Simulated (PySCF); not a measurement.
C₅H₄F₃O (doublet state).
Z-matrix (Å and degrees, GFN2-xTB geometry), rows numbered from 1:
```
F 
C   1  1.3205
F   2  1.3253  1  110.86
C   2  1.3290  1  126.15  3   178.26
F   4  1.3445  2  118.92  1     1.24
C   4  1.4964  2  124.89  1   178.70
C   6  1.5415  4  116.49  2   147.51
C   7  1.4926  6   83.34  4   118.65
O   8  1.3875  7   94.59  6    -3.95
H   6  1.0940  4  109.56  2    13.21
H   7  1.0927  6  114.40  4     3.05
H   7  1.0900  6  115.59  4  -124.96
H   8  1.0717  7  132.81  6  -144.47
```

The hyperfine couplings belong to this conformer and change with its torsions.

As a line formula: `FC(F)=C(F)[C@H]1C[CH]O1` [radical].

Computed, not measured: UKS B3LYP, pcH-1 on C F H O, non-relativistic, mean-field spin-orbit, GIAO (PySCF 2.14.0). One conformer (not necessarily the lowest) at the GFN2-xTB geometry, without solvent, vibrations or thermal averaging. Couplings are sensitive to structure, and on GFN2-xTB geometries they can be far from those on DFT ones. No stability test was run, so a lower SCF solution isn't excluded.

(1) Predict the first-order ENDOR lines of F5, F1, H11, H12, H13 and H10 under fast tumbling at B = 332.3 mT (X band).

(2) Which pairs are centred on the nuclear Larmor frequency, and which on half the coupling?

(3) At what field would the lower line of H11 fall to zero frequency?

## Answers

(1) For S = 1/2 in fast tumbling each set of equivalent nuclei gives two lines, ν± = |νn ± a/2| to first order, with νn = g_N μN B/h and μN/h = 7.62259 MHz/T.

| nuclei | isotope | g_N | νn (MHz) | a_iso (MHz) | lower line (MHz) | upper line (MHz) |
| --- | --- | --- | --- | --- | --- | --- |
| F5 | 19F | 5.2577 | 13.32 | 4.13 | 11.25 | 15.38 |
| F1 | 19F | 5.2577 | 13.32 | 3.23 | 11.70 | 14.93 |
| H11 | 1H | 5.5857 | 14.15 | 82.46 | 27.08 | 55.38 |
| H12 | 1H | 5.5857 | 14.15 | 73.07 | 22.38 | 50.68 |
| H13 | 1H | 5.5857 | 14.15 | -15.58 | 6.36 | 21.94 |
| H10 | 1H | 5.5857 | 14.15 | 2.93 | 12.68 | 15.61 |

(2) Centred on νn, since |a| < 2νn: F5, F1, H13 and H10. Centred on |a|/2 and split by 2νn: H11 and H12.

(3) Where νn = |a|/2, that is B = 41.23 MHz/(5.5857 × 7.62259 MHz/T) = 968 mT, as far as first order holds there.

The Mulliken spin populations are largest on C8 (+0.87) and O9 (+0.14). C8 is the only atom above +0.15. The angles at C8 add up to 348.1°, so it is slightly pyramidal.
